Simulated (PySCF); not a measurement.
Si(CCH)2(F)(Me) (C5H5FSi), SMILES C#C[Si](C)(F)C#C.

Coordinates come from a ωB97X-D3(BJ)/def2-SVP optimisation.

Two levels are set side by side: TDDFT-PBE/def2-SVPD (PySCF) and TDDFT-M06-2X/def2-SVPD (PySCF). Vertical, same geometry. The lowest singlet is HOMO→LUMO 76 %, HOMO−1→LUMO 21 % with PBE and HOMO→LUMO 31 %, HOMO−2→LUMO 16 %, HOMO−2→LUMO+1 13 %, HOMO−1→LUMO+6 12 % with the other functional; states are paired by order. Differences are taken from unrounded values.

```tsv
quantity	TDDFT-M06-2X
lowest singlet excitation (eV)	5.38
lowest triplet excitation (TDA) (eV)	5.03
first bright state (f over 0.05) (eV)	8.07
its oscillator strength	0.29
```

**Question.** What does TDDFT-PBE give, and how far is it from TDDFT-M06-2X? (Estimate from the structure and the level; the computed values follow.)

**Answer.** 
| quantity | TDDFT-PBE | TDDFT-PBE minus TDDFT-M06-2X |
|---|---|---|
| lowest singlet excitation (eV) | 5.38 | 0.00 |
| lowest triplet excitation (TDA) (eV) | 4.69 | -0.34 |
| first bright state (f over 0.05) (eV) | 6.27 | -1.80 |
| its oscillator strength | 0.11 | -0.18 |

Rough cost on one machine, each run with all the roots and properties that it gave: TDDFT-M06-2X against TDDFT-PBE about 20 times.
